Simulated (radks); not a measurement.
Tc IV, 40 electrons, occupied as [Ar] 3d10 4p6 4d4 5d2 (not the ground configuration). Method: scalar-relativistic Kohn-Sham, LDA (Slater exchange, VWN5 correlation), spin-unpolarised, spherical densities, point nucleus; computed with a radial shooting solver on a logarithmic mesh with Libxc functionals.

X-ray form factor f0, the Fourier transform of the density (f0(0) = 40):

sin(theta)/lambda (1/angstrom),f0 (electrons)
0.05,39.158
0.1,37.185
0.15,34.982
0.2,32.901
0.25,30.888
0.3,28.900
0.4,25.244
0.5,22.323
0.6,20.053
0.8,16.493
1,13.453
1.25,10.334
1.5,8.158
2,5.952
